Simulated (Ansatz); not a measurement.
`B[SiH](O)[SiH3]`, relaxed with RKS PBE0-D4/def2-TZVP in Ansatz from a PBE-D4/def2-SVP geometry. The force threshold is 0.005 eV/Å; the program also tests the step.

Total charge 0; spin multiplicity 1.

Start:

```xyz
11

B     1.867   -0.580   -0.220
Si    0.194    0.288   -0.812
O     0.268    1.978   -0.892
Si   -1.251   -0.398    0.962
H     2.762    0.009    0.353
H     1.928   -1.794   -0.300
H    -0.417   -0.307   -2.063
H    -0.586    2.409   -1.072
H    -0.671   -0.077    2.315
H    -2.558    0.348    0.834
H    -1.536   -1.876    0.895
```

(1) How much energy does the relaxation release, and in how many steps? (Best estimate.)

(2) Which bonds change most? (Best estimate.)

(3) Give the relaxed structure. (An estimate is asked.)

Answers

(1) Computed: 0.06 eV, in 8 steps.

(2) The calculation gave: Si2–O3 from 1.693 to 1.659 Å; Si2–Si4 from 2.389 to 2.364 Å; B1–H5 from 1.216 to 1.195 Å; B1–H6 from 1.217 to 1.197 Å.

(3) The calculation gave: 
```xyz
11

B     1.909   -0.568   -0.249
Si    0.176    0.267   -0.736
O     0.281    1.918   -0.852
Si   -1.319   -0.390    0.973
H     2.849    0.050    0.153
H     1.988   -1.762   -0.275
H    -0.379   -0.318   -1.996
H    -0.526    2.395   -1.050
H    -0.778   -0.090    2.327
H    -2.606    0.347    0.821
H    -1.594   -1.850    0.884
```
